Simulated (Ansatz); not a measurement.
Molecular dynamics, step by step

CH$_{5}$OSb (SMILES C=O.[SbH3]), closed shell, PBE0-D4/def2-SVP (Ansatz 0.2.0). Settings (timestep in fs, temperature in K, friction in 1/fs; T counts 24 degrees of freedom, while the starting velocities carry no drift of the centre of mass, so T starts below the set value):

```yaml
hamiltonian: {xc: pbe0, dispersion: d4}
md: {n_steps: 30, timestep: 0.5, temperature: 1500, ensemble: nvt_langevin, seed: 566, friction: 0.05, initial_velocities: maxwell_boltzmann}
```

Start (the SMILES describes the start alone):

```tsv
atom	x (Å)	y (Å)	z (Å)
C1	0.0102	0.4785	-1.8569
O2	0.2011	1.3108	-1.0178
H3	-0.3268	-0.5444	-1.5983
H4	0.1612	0.6916	-2.9328
Sb5	-0.2304	0.1946	1.9893
H6	1.3447	-0.2121	1.4759
H7	-0.9360	-0.8283	0.8147
H8	-0.2241	-1.0907	3.1259
```

| step | time (fs) | potential energy less the start (meV) | kinetic energy (meV) | T (K) |
| --- | --- | --- | --- | --- |
| 0 | 0.00 | 0.0 | 1357.2 | 1312 |
| 2 | 1.00 | 127.9 | 1506.3 | 1457 |
| 4 | 2.00 | 409.7 | 1739.1 | 1682 |
| 6 | 3.00 | 638.9 | 1486.1 | 1437 |
| 8 | 4.00 | 715.7 | 1464.0 | 1416 |
| 10 | 5.00 | 833.4 | 1289.4 | 1247 |
| 12 | 6.00 | 1012.7 | 1503.8 | 1454 |
| 14 | 7.00 | 1152.4 | 1544.1 | 1493 |
| 16 | 8.00 | 1190.8 | 1462.7 | 1415 |
| 18 | 9.00 | 1135.7 | 1585.8 | 1534 |
| 20 | 10.00 | 959.7 | 1832.9 | 1773 |
| 22 | 11.00 | 710.0 | 2146.0 | 2075 |
| 24 | 12.00 | 567.1 | 2180.8 | 2109 |
| 26 | 13.00 | 610.7 | 1922.1 | 1859 |
| 28 | 14.00 | 724.5 | 1893.2 | 1831 |
| 30 | 15.00 | 890.8 | 1709.9 | 1654 |

Step 14, positions (Å) and forces (eV/Å):

```tsv
atom	x	y	z	Fx	Fy	Fz
C1	0.009	0.493	-1.902	-2.362	-0.979	-0.378
O2	0.160	1.291	-1.001	0.318	-0.645	-2.093
H3	-0.291	-0.601	-1.644	0.862	0.923	-0.167
H4	-0.214	0.626	-3.126	1.162	0.677	2.688
Sb5	-0.206	0.215	1.976	1.075	-2.364	1.353
H6	1.142	-0.825	1.434	-0.472	0.805	0.031
H7	-1.212	-0.702	0.918	-0.122	-0.054	0.222
H8	-0.137	-1.210	3.484	-0.462	1.636	-1.656
```

Step 26, positions (Å) and forces (eV/Å):

```csv
atom,x,y,z,Fx,Fy,Fz
C1,-0.048,0.546,-1.972,1.881,0.976,6.992
O2,0.168,1.307,-0.984,-1.109,-2.059,-3.938
H3,-0.020,-0.541,-1.731,-0.417,-0.089,-0.482
H4,-0.091,0.842,-2.966,-0.384,1.155,-2.559
Sb5,-0.186,0.219,1.941,-0.170,-1.631,-0.242
H6,0.878,-1.086,1.399,-0.207,0.738,-0.444
H7,-1.607,-0.598,1.198,0.774,0.482,0.257
H8,-0.239,-1.022,3.156,-0.368,0.428,0.417
```

Step 28, positions (Å) and forces (eV/Å):

| atom | x | y | z | Fx | Fy | Fz |
| --- | --- | --- | --- | --- | --- | --- |
| C1 | -0.061 | 0.564 | -1.970 | 2.396 | 1.874 | 6.029 |
| O2 | 0.173 | 1.312 | -0.989 | -1.270 | -1.458 | -3.162 |
| H3 | 0.031 | -0.481 | -1.742 | -0.629 | -1.497 | -0.313 |
| H4 | -0.041 | 0.891 | -2.958 | -0.524 | 1.068 | -2.556 |
| Sb5 | -0.184 | 0.218 | 1.938 | -0.506 | -0.740 | -0.979 |
| H6 | 0.847 | -1.083 | 1.386 | -0.082 | 0.554 | -0.569 |
| H7 | -1.666 | -0.571 | 1.228 | 0.998 | 0.563 | 0.237 |
| H8 | -0.270 | -0.986 | 3.079 | -0.383 | -0.363 | 1.312 |

Last step (30):

C1  (-0.072, 0.582, -1.963)
O2  (0.176, 1.321, -0.996)
H3  (0.071, -0.430, -1.761)
H4  (-0.001, 0.947, -2.986)
Sb5  (-0.183, 0.215, 1.935)
H6  (0.805, -1.081, 1.379)
H7  (-1.710, -0.535, 1.260)
H8  (-0.300, -0.979, 2.998)
(Å)

The run took about 23 s on 4 CPU threads of an Arm Neoverse V2 (shared host).
